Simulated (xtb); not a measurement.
C₂H₅Cl₂GeN, SMILES C/C=[N]/[GeH]([Cl])[Cl]. All values are semi-empirical tight-binding results from xtb (GFN2-xTB unless named), good for trends rather than for accurate numbers. The structure is a stationary point at GFN2-xTB. The structure was generated by enumeration; whether it is a known compound was not checked. Other conformers were not sampled.

Optimised geometry:

Bonds (Å): C1–C2 1.487, C1–H7 1.089, C1–H8 1.086, C1–H9 1.089, C2–N3 1.256, C2–H10 1.098, N3–Ge4 1.824, Ge4–Cl5 2.100, Ge4–Cl6 2.100, Ge4–H11 1.535. Angles (°): C2–C1–H7 109.5, C2–C1–H8 110.5, C2–C1–H9 109.5, H7–C1–H8 109.9, H7–C1–H9 107.6, H8–C1–H9 109.9, C1–C2–N3 121.2, C1–C2–H10 114.8, N3–C2–H10 124.0, C2–N3–Ge4 134.2, N3–Ge4–Cl5 104.3, N3–Ge4–Cl6 104.4, N3–Ge4–H11 120.5, Cl5–Ge4–Cl6 108.9, Cl5–Ge4–H11 109.1, Cl6–Ge4–H11 109.2.

For metal compounds this method's bond lengths and energies can be far off.

```
Property                                       Value
-------------------------------------  -------------
point group as xtb finds it                       Cs
orbital gap                                  3.23 eV
zero-point energy                      41.0 kcal/mol
G − E(el) at 298.15 K (modified RRHO)  18.4 kcal/mol
```

Give the atomic charges and the Wiberg bond orders between heavy atoms. (Estimate from the structure and the level; the computed values follow.)

charges (e) C1 -0.12, C2 0.11, N3 -0.24, Ge4 0.29, Cl5 -0.15, Cl6 -0.15, H7 0.07, H8 0.08, H9 0.07, H10 0.02, H11 0.01. Bond orders C1–C2 1.04, C2–N3 1.89, N3–Ge4 1.05, Ge4–Cl5 1.15, Ge4–Cl6 1.14.
